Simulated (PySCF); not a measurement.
Molfile (atoms numbered from 1):
```
B2H7NOSi
     RDKit          3D

 12 11  0  0  0  0  0  0  0  0999 V2000
   -2.7402   -0.1225   -0.0442 B   0  0  0  0  0  0  0  0  0  0  0  0
   -1.4148   -0.4424   -0.4010 N   0  0  0  0  0  0  0  0  0  0  0  0
   -0.2235    0.1365    0.1432 B   0  0  0  0  0  0  0  0  0  0  0  0
    0.9784   -0.2959   -0.3193 O   0  0  0  0  0  0  0  0  0  0  0  0
    2.5556    0.1271    0.0538 Si  0  0  0  0  0  4  0  0  0  0  0  0
   -3.6577   -0.6900   -0.5911 H   0  0  0  0  0  0  0  0  0  0  0  0
   -2.9333    0.7155    0.8045 H   0  0  0  0  0  0  0  0  0  0  0  0
   -1.2679   -1.1481   -1.1185 H   0  0  0  0  0  0  0  0  0  0  0  0
   -0.3071    0.9901    0.9982 H   0  0  0  0  0  0  0  0  0  0  0  0
    3.3300   -1.1300    0.2441 H   0  0  0  0  0  0  0  0  0  0  0  0
    3.1266    0.9010   -1.0846 H   0  0  0  0  0  0  0  0  0  0  0  0
    2.5896    0.9492    1.2988 H   0  0  0  0  0  0  0  0  0  0  0  0
  1  2  1  0
  2  3  1  0
  3  4  1  0
  4  5  1  0
  1  6  1  0
  1  7  1  0
  2  8  1  0
  3  9  1  0
  5 10  1  0
  5 11  1  0
  5 12  1  0
M  END
```

Geometry: PBE0-D3(BJ)/def2-SVP; GIAO absolute shieldings from PySCF, gas phase, non-relativistic, averaged over equivalent atoms.

At PBE0/pcSseg-2 (285 basis functions, 45 s wall time on 1 thread of an Arm Neoverse V1, shared host):
| atoms | σ (ppm) |
| --- | --- |
| B1 | 48.8 |
| B3 | 65.6 |
| N2 | 87.7 |
| O4 | 196.6 |
| Si5 | 372.2 |
| H8 | 25.03 |
| H6/H7 | 25.82 |
| H10/H11/H12 | 26.11 |
| H9 | 26.42 |

Question: Estimate the result of repeating the calculation with PBE/pcSseg-2.

Answer: 
```csv
atoms,σ at PBE/pcSseg-2,change
B1,43.3,-5.5
B3,60.6,-5.0
N2,75.9,-11.8
O4,180.0,-16.6
Si5,355.1,-17.1
H8,24.75,-0.28
H6/H7,25.66,-0.16
H10/H11/H12,25.85,-0.26
H9,26.23,-0.19
```

The largest change is at Si5 (silicon bonded to O, 3 H). Cost: 285 basis functions, 47 s wall time on 1 thread of an Arm Neoverse V1, shared host.
